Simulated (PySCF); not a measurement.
SMILES O=BB=[OH+] (charge +1) at its B3LYP/def2-SVP optimised geometry (Å):

```
5

O      2.5226     0.0029     0.0000
B      1.3287     0.0029     0.0000
B     -0.3257     0.0008    -0.0046
O     -1.5481    -0.0017    -0.0101
H     -2.5226    -0.0029    -0.0129
```

Calculation: B3LYP/def2-TZVP in PySCF.

Map of the electrostatic potential (hartree/e), clipped to [0.07, 0.25] on the plane z = 1.2 Å:

```
| ...................       |
|......::::::::::.....      |
|....::::::::::::::....     |
|..:::::--------::::....    |
|.::::------------:::....   |
|:::----=========---::...   |
|::---===++++++++==--::...  |
|:--==++++*******+==-::...  |
|--==++***###%%##*+=--:...  |
|-==+**###%%@@@@%#*+=-:...  |
|-=+*##%%@@@@@@@@@%*=-:...  |
|-=+*%@@@@@@@@@@@@@#+-:...  |
|=+*#%@@@@@@@@@@@@@%*=:...  |
|=+*#@@@@@@@@@@@@@@@*=-...  |
|=+*#%@@@@@@@@@@@@@%*=:...  |
|-=+*%@@@@@@@@@@@@@#+-:...  |
|-=+*##%%@@@@@@@@@%*=-:...  |
|-==+**###%%@@@@%#*+=-:...  |
|--==++***###%%##*+=--:...  |
|:--==++++*******+==-::...  |
|::---===++++++++==--::...  |
|:::----=========---::...   |
|.::::------------:::....   |
|..:::::--------::::....    |
|....::::::::::::::....     |
|......::::::::::.....      |
| ...................       |
```
Scale: ten equal steps from 0.066 (start of ' ') to 0.250 (end of '@'), in the order ' .:-=+*#%@'; x runs from -5.00 to 5.00, y from -5.00 (bottom) to 5.00 (top).
